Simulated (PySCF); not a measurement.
# Working with the constants of TeF⁻

RHF-CCSD(T) constants of TeF⁻, ¹Σ⁺ (singlet), closed shell (PySCF, scalar-relativistic core potentials, basis sets Te aug-cc-pVDZ-PP with ECP28, F aug-cc-pVDZ; masses 129.9062 and 18.9984 u):

```
ωe              : 501.9 cm⁻¹
ωexe            : 2.71 cm⁻¹
Be              : 0.2456 cm⁻¹
αe              : 0.00176 cm⁻¹
D (centrifugal) : 2.35e-07 cm⁻¹
De to Te + F⁻   : 2.29 eV
```

Problem. Estimate the standard entropy (1 bar) and heat capacity of the ideal gas at 1500 K, rigid rotor with B0 and harmonic oscillator at the fundamental.

Solution. Translation (Sackur–Tetrode, M = 148.90 u): 204.8 J/(mol K). Rotation: q = kT/(σB0) = 4260 with σ = 1, 77.8. Vibration: x = hcν0/kT = 0.476, 14.56. S° = 297.2 J/(mol K); Cp = 7R/2 + 8.16 = 37.3 J/(mol K).

Correlated steps freeze 5 core orbitals. Correlated levels converge slowly with the basis: in double zeta they bind strong bonds too weakly, by up to about 1 eV, and carry superposition errors of some tenths. Spin–orbit coupling is left out, which matters for elements this heavy, above all for dissociation energies. For an ion De counts to the pair picked by the measured ionisation energies or electron affinities, which need not be the lowest pair at this level. Where the molecule has an RHF reference, its open-shell atoms are computed with UHF.
